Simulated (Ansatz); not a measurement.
The same path of CH$_{5}$AlF$_{2}$OSi (11 atoms, charge 0, multiplicity 1) was run twice with different band settings. The coordinate that changes most is the dihedral H8–C1–Al2–O3.

Method: RKS r2SCAN/def2-SVP (Ansatz).

Relaxed end points:

```xyz
11
Properties=species:S:1:pos:R:3
C 1.016 -2.040 -0.634
Al 1.102 -0.185 -0.074
O -0.367 0.653 0.240
Si -1.528 1.726 0.571
F -1.783 2.669 -0.711
F -1.062 2.704 1.765
H 1.389 -2.707 0.165
H -0.005 -2.368 -0.885
H 1.661 -2.230 -1.510
H 2.439 0.634 0.141
H -2.798 1.088 0.954
```

```xyz
11
Properties=species:S:1:pos:R:3
C 1.011 -2.088 -0.491
Al 1.060 -0.274 0.197
O -0.392 0.648 0.197
Si -1.508 1.812 0.299
F -1.406 2.781 -0.985
F -1.231 2.741 1.588
H 1.539 -2.151 -1.460
H 1.531 -2.793 0.180
H -0.013 -2.461 -0.651
H 2.352 0.446 0.758
H -2.877 1.280 0.387
```

Common settings: movable images 5; climbing image yes; spring 5.0 eV/Å²; start path IDPP; force threshold 0.03 eV/Å; iteration limit 60; end points relaxed.

| run | optimiser | largest step |
| --- | --- | --- |
| 1 | quadratic models (default) | default |
| 2 | fire | 0.02 Å |

What does each run give, and how far can it be trusted?

Run 1: converged after 5 iterations, highest image 0.003 eV above the first end. The top lies less than 8 meV above the higher end, about what the thresholds resolve: the motion is nearly free. A vibrational analysis at the climbing image gives no mode beyond 40i cm⁻¹: the surface is too flat there to confirm a saddle point.
Run 2: converged after 23 iterations, highest image 0.003 eV above the first end. The top lies less than 8 meV above the higher end, about what the thresholds resolve: the motion is nearly free. Another band between the same ends (5 images) ends at a top of the same energy, where a vibrational analysis finds no clearly imaginary modes.
